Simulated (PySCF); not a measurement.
C3H9NSi, SMILES C(/C=C/[SiH3])N.

Coordinates come from a B3LYP-D3(BJ)/def2-SVP optimisation. The structure was generated by enumeration; whether it is a known compound was not checked. One conformer was computed; it need not be the lowest.

Two levels are set side by side: PBE/def2-TZVP (PySCF) and PBE0/def2-TZVP (PySCF). Same geometry, gas phase. Differences are taken from unrounded values.

```tsv
quantity	PBE0
orbital gap (eV)	6.59
highest occupied level (eV)	-7.04
lowest empty level (eV)	-0.44
dipole moment (D)	0.53
mean polarisability (bohr³)	75.6
```

**Question.** What does PBE give, and how far is it from PBE0? (The exact figures need the calculation; the answer reports its results.)

**Answer.** 
| quantity | PBE | PBE minus PBE0 |
|---|---|---|
| orbital gap (eV) | 4.21 | -2.38 |
| highest occupied level (eV) | -5.63 | 1.40 |
| lowest empty level (eV) | -1.42 | -0.98 |
| dipole moment (D) | 0.55 | 0.02 |
| mean polarisability (bohr³) | 78.9 | 3.4 |

PBE's occupied levels lie high since its potential decays too fast outside the molecule; exact exchange lowers them and widens the gap. Loosely held outer electrons make PBE densities more polarisable. Differences between two approximate levels are no errors against the true value.

Rough cost on one machine, each run with all the roots and properties that it gave: PBE0 against PBE within a factor of 2.
